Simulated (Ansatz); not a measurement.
A run on CH₆FInOSi (`[F][InH][CH2]O[SiH3]`) with other settings.

```yaml
crystal:
  periodic: [false, false, false]
  atoms:
    - {symbol: F, position_ang: [-2.597889, 0.716609, 1.128185]}
    - {symbol: In, position_ang: [-0.652052, 0.672568, 1.470292]}
    - {symbol: C, position_ang: [0.130497, -1.098835, 0.720438]}
    - {symbol: O, position_ang: [1.054679, -0.913243, -0.421351]}
    - {symbol: Si, position_ang: [0.691708, 0.208932, -1.542923]}
    - {symbol: H, position_ang: [-0.157784, 2.102297, 2.414007]}
    - {symbol: H, position_ang: [0.688406, -1.683132, 1.411633]}
    - {symbol: H, position_ang: [-0.663393, -1.736634, 0.336042]}
    - {symbol: H, position_ang: [1.851500, 0.579441, -2.299912]}
    - {symbol: H, position_ang: [-0.388192, -0.271984, -2.445024]}
    - {symbol: H, position_ang: [0.129974, 1.385512, -0.874666]}
basis:
  gaussian: {orbitals: def2-SVP, fitting: {mean_field: cc-pVTZ-jkfit}}
hamiltonian: {xc: {name: BLYP}, dispersion: d4}
accuracy: high
```

```sh
$ ansatz run in.yaml --threads 4 --pin off --events-out ev --progress --plain --max-ram 10444MiB
```

Output, abridged:

```
Functional definition: BLYP
Error: <dir> the basis set cc-pVTZ-JKFIT has no functions for In
```
